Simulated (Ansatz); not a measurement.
`[SiH3]C1B[SiH2][SiH2]1`. The species carries charge 0 and has multiplicity 1. The geometry is a stationary point of PBE0-D4/def2-TZVP.

```xyz
14

Si   -1.377    1.139   -0.867
C    -0.994   -0.252    0.314
B     0.060   -0.077    1.432
Si    1.890    0.211    0.791
Si    0.458   -1.274   -0.437
H    -0.108    1.770   -1.319
H    -2.214    2.177   -0.208
H    -2.105    0.635   -2.064
H    -1.890   -0.811    0.590
H    -0.021   -0.738    2.433
H     2.307    1.234   -0.199
H     3.031   -0.286    1.594
H     0.572   -1.000   -1.893
H     0.391   -2.728   -0.168
```

(1) What is the dipole moment at PBE/def2-TZVPP? (An estimate is asked.)

(2) And with r2SCAN, B3LYP, ωB97M-V? (Estimate.)

(3) Give the Mulliken charges with PBE, ωB97M-V, r2SCAN in def2-TZVPP. (An estimate is asked.)

Answers

(1) The calculation gave: 0.56 D, with components (-0.03, -0.54, -0.15) D in this frame, pointing from negative to positive charge.

(2) The calculation gave: r2SCAN 0.55 D, B3LYP 0.49 D, ωB97M-V 0.48 D.

(3) Computed: 
```csv
atom,PBE,ωB97M-V,r2SCAN
Si1,0.17,0.17,0.27
C2,-0.11,-0.30,-0.20
B3,0.00,-0.10,0.02
Si4,0.02,-0.02,0.08
Si5,0.10,0.08,0.17
H6,-0.04,-0.02,-0.06
H7,-0.05,-0.03,-0.07
H8,-0.05,-0.03,-0.07
H9,0.10,0.13,0.08
H10,0.03,0.11,0.01
H11,-0.03,0.00,-0.05
H12,-0.05,-0.01,-0.07
H13,-0.02,0.01,-0.04
H14,-0.04,-0.01,-0.06
```

B3LYP here is the variant with VWN-RPA as its local correlation; programs differ in this.
